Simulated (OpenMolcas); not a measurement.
Multiplet structure of W4+

- Program: OpenMolcas 26.06
- Method: CASSCF
- Basis: ANO-RCC-VTZP [8s7p5d3f2g1h]
- Scalar Hamiltonian: DKH2, point nucleus
- Active space: 2 electrons in 10 orbitals (5d 6d)
- State averaging: 2S+1 = 3 even, 10 roots; 2S+1 = 1 even, 15 roots
- Spin-orbit coupling: RASSI with atomic mean-field integrals over the reference wave functions, term energies averaged over their components

Spin-free terms above the lowest, with the occupations of the reference (each correlating shell added to its valence partner):

```csv
Configuration,Term,E (cm⁻¹),Occupations
5d²,³F,0.0,5d 2.00
5d²,¹D,10494,5d 2.00
5d²,³P,11951,5d 2.00
5d²,¹G,16027,5d 2.00
5d²,¹S,39873,5d 2.00
```

With spin-orbit coupling, above the lowest level:

```csv
Configuration,Term,J,E (cm⁻¹),Measured (cm⁻¹),Term weight %,Second
5d²,³F,2,0.0,0.0,92,7 ¹D
5d²,³F,3,6206,,100,
5d²,³F,4,11768,11519,94,6 ¹G
5d²,³P,0,14829,12839,95,5 ¹S
5d²,¹D,2,16013,,54,40 ³P
5d²,³P,1,18178,16331,100,
5d²,¹G,4,24669,22346,94,6 ³F
5d²,³P,2,25028,22615,60,39 ¹D
5d²,¹S,0,49448,43110,95,5 ³P
```

Against the 6 measured excited levels shown (the list in J. Phys. B 45, 065001 (2012)) the mean absolute deviation is 2500 cm-1; the largest miss in energy is 5d² ¹S₀: computed 49448, measured 43110 cm⁻¹ (+14.7 %).

Spin-orbit coupling puts the lowest level 7805 cm⁻¹ below the lowest spin-free term.

A least-squares Racah fit to the terms below 60000 cm-1, each weighted by 2L + 1 and with a free common offset, gives B = 795 cm-1 and C = 3211 cm-1 (C/B = 4.04), with an rms deviation of 45 cm-1.

For ³F the intervals divided by the larger J are 2068.6, 1390.6 cm-1. Landé's interval rule makes them equal in pure LS coupling; they differ by 39 % of their mean. The multiplet is regular.

Without dynamic correlation excited terms often stand tens of per cent too high (terms of higher spin than the ground term too low), and those without a measured partner can miss by more than the paired ones. Active for correlation alone: 6d; no level in the range computed is led by a configuration that fills it, so any true level of that kind is missing. Computed and measured levels are paired by configuration, term and J; levels that our copy of the source lacks, or whose pairing is in doubt (as where it misses far off the trend of its configuration), stay unpaired and out of the deviations. Only configurations of the active space appear. The first state left out of the spin-orbit step lies near 240000 cm-1 above the lowest spin-free state of the reference (among the parities and spins computed), and the list stops at four fifths of that energy or lower.

The term weight is that of the spin-free term in the level, not the purity of its configuration.
